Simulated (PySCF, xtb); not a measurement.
C₃H₆N₂Si, SMILES CC1=NC=N[SiH2]1.

Harmonic wavenumbers (cm⁻¹) from GFN2-xTB (xtb) at its own minimum, in rising order: 107, 190, 272, 287, 360, 487, 531, 553, 570, 601, 722, 758, 884, 897, 974, 985, 1107, 1219, 1267, 1375, 1447, 1453, 1532, 1645, 2344, 2346, 3001, 3014, 3033, 3039.

Q: What does PySCF 2.14.0 with PBE0-D3(BJ)/def2-SVP give at its own minimum? (Estimate from the structure and the level; the computed values follow.)

A: 126, 210, 289, 292, 403, 491, 584, 611, 701, 713, 751, 879, 934, 938, 992, 1021, 1100, 1241, 1350, 1385, 1429, 1441, 1625, 1707, 2251, 2257, 3048, 3131, 3142, 3176. Paired by order, the mean absolute difference is 55 cm⁻¹ and the zero-point energies are 52.9 and 54.6 kcal/mol.
